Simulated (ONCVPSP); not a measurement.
# chromium (Cr), ONCV: configuration errors across variants

ONCVPSP 4.0.1 input, shortened (lines: element, Z, core and valence counts, functional; n l f; lmax; l rc ep ncon nbas qcut; lloc lpopt rc5 dvloc0; l nproj debl; icmod fcfact rcfact), PBE, scalar-relativistic:

```
  Cr 24.00    3    4        4      upf
    1    0    2.00
    2    0    2.00
    2    1    6.00
    3    0    2.00
    3    1    6.00
    3    2    5.00
    4    0    1.00
    3
    0    1.80    0.00    5    8    5.30
    1    1.30    0.00    4    8   13.20
    2    1.65    0.00    4    9   10.70
    3    1.75    0.04    4    8    6.60
    4    4    1.25    0.00
    0    2    2.20
    1    1    2.90
    2    2    2.70
    3    2    1.40
    3    6.00    1.60
```

All-electron excitation energies from the reference (eV): (1) 3s2 3p6 3d5 4s0 6.902; (2) 3s2 3p6 3d4 4s0 22.954; (3) 3s1 3p6 3d5 4s1 80.250.

Errors AE − PS in meV (a dash: test not solved or not reliable):

| change | (1) | (2) | (3) | bound ghosts | GHOST(+) flags above zero |
| --- | --- | --- | --- | --- | --- |
| base | +1.9 | +3.0 | -354 | none | none |
| core correction Teter function, fcfact 6, rcfact 0.98 | +1.9 | +2.9 | -340 | none | none |
| core correction Teter function, fcfact 6, rcfact 1.16 | +1.9 | +2.9 | -346 | none | none |
| core correction Teter function, fcfact 6, rcfact 1.54 | +1.9 | +3.0 | -354 | none | none |
| core correction Teter function, fcfact 6, rcfact 1.7 | +1.9 | +2.9 | -356 | none | none |
| core correction Teter function, fcfact 6, rcfact 1.86 | +1.7 | +2.7 | -356 | none | none |
| core correction Teter function, fcfact 6, rcfact 2.04 | +1.4 | +1.7 | -359 | none | none |

Question: Give the same row for: core correction Teter function, fcfact 6, rcfact 1.34.

Answer: +1.9, +3.0, -351; bound ghosts: none; GHOST(+) flags above zero: none.
